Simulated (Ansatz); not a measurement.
`C[SiH](C)[TeH]`, charge 0, multiplicity 1.

Problem. Give a relaxed structure at PBE0-D4/def2-TZVP (the Gaussian-basis code of Ansatz). (Estimate.)

Solution. Computed: 
Z-matrix (Å, degrees):
```
C
Si 1 1.869
H 1 1.093 2 111.0
H 1 1.094 2 109.9 3 -119.5
H 1 1.092 2 111.3 3 120.8
C 2 1.868 1 112.0 3 60.1
Te 2 2.510 1 105.9 3 -61.0
H 2 1.489 1 110.0 3 -178.1
H 6 1.094 2 110.2 1 62.0
H 6 1.092 2 110.7 1 -58.2
H 6 1.092 2 111.0 1 -178.2
H 7 1.658 2 91.8 1 -178.6
```
This is one stationary point; other conformers may exist.
